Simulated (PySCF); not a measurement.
# Where the electron goes

C₇H₁₁BO.
Cartesian coordinates in Å at the PBE0-D3(BJ)/def2-SVP level; atoms count from 1:
```
atom  x, y, z in Å
C1    -3.9480    1.7060   -0.4536
C2    -3.6518    0.2320   -0.6858
C3    -2.1853   -0.0262   -1.0228
B4    -1.1474    0.2512    0.1166
C5     0.3305    0.5263   -0.1505
C6     1.4033    0.7246    0.6993
C7     2.5524    0.9393   -0.1006
C8     2.1067    0.8588   -1.3951
O9     0.8003    0.6159   -1.4398
H10   -5.0074    1.8789   -0.2088
H11   -3.3452    2.1058    0.3790
H12   -3.7098    2.3057   -1.3474
H13   -4.3020   -0.1476   -1.4928
H14   -3.9235   -0.3411    0.2175
H15   -1.8932    0.4850   -1.9574
H16   -2.0348   -1.1044   -1.2476
H17   -1.4754    0.2021    1.2848
H18    1.3459    0.7126    1.7863
H19    3.5731    1.1298    0.2236
H20    2.6163    0.9568   -2.3519
```

Level of theory: TDDFT CAM-B3LYP/def2-SVPD, vertical, gas phase, core orbitals frozen in the response in PySCF 2.14.0, density-fitted response routines.

Kohn–Sham orbitals with the atoms that hold most of them (Löwdin shares over 4%, at most four atoms; ? is withheld):

| orbital | ε (eV) | atoms |
| --- | --- | --- |
| LUMO+2 | 1.73 | C8 15%, C7 13%, H20 12%, H19 9% |
| LUMO+1 | 1.23 | B4 38%, C6 8%, C7 7%, C8 6% |
| LUMO | -0.51 | ? |
| HOMO | -8.26 | C5 28%, C8 24%, C7 15%, C6 12% |
| HOMO-1 | -9.68 | ? |
| HOMO-2 | -9.81 | C3 25%, B4 21%, C2 14%, H13 9% |
| HOMO-3 | -10.43 | C2 20%, C3 19%, B4 13%, C5 8% |

Give the leading atoms of the HOMO-1.

C6 (bonded to 2 C and H) 28%; C7 (bonded to 2 C and H) 27%; O9 (bonded to 2 C) 25%; C5 (bonded to B, C and O) 8%. By element: carbon 62% or more, oxygen 25%.

Give the leading atoms of the LUMO.

B4 (bonded to 2 C and H) 28%; C6 (bonded to 2 C and H) 14%; C5 (bonded to B, C and O) 12%; C8 (bonded to C, O and H) 11%. By element: carbon 38% or more, boron 28%.

The HOMO–LUMO gap is 7.75 eV. Where does the response calculation put the lowest singlet, and from which orbitals?

S1 is at 5.04 eV (f = 0.414), 2.71 eV below the gap, made of HOMO→LUMO (98%). Without the coupling terms of the response equations the lowest excitation would equal the gap.

Give energy, strength and leading configuration of S1, S2, S3 and S5, and follow the Löwdin shares of the leading atoms from the occupied to the empty orbital.

- S1 (5.04 eV, f 0.414), HOMO→LUMO (98%): C5 28% → 12%, C8 24% → 11%, B4 at most 13% → 28%, C6 12% → 14%
- S2 (5.68 eV, f 0.0006), HOMO-2→LUMO (87%): C3 25% → at most 12%, B4 21% → 28%, C6 at most 9% → 14%
- S3 (6.12 eV, f 0.037), HOMO-1→LUMO (89%): C6 28% → 14%, C7 27% → at most 12%, B4 at most 8% → 28%
- S5 (6.75 eV, f 0.0003), HOMO→LUMO+1 (80%): C5 28% → at most 7%, C8 24% → 6%, B4 at most 13% → 38%, C6 12% → 8%

One conformer stands for the species.
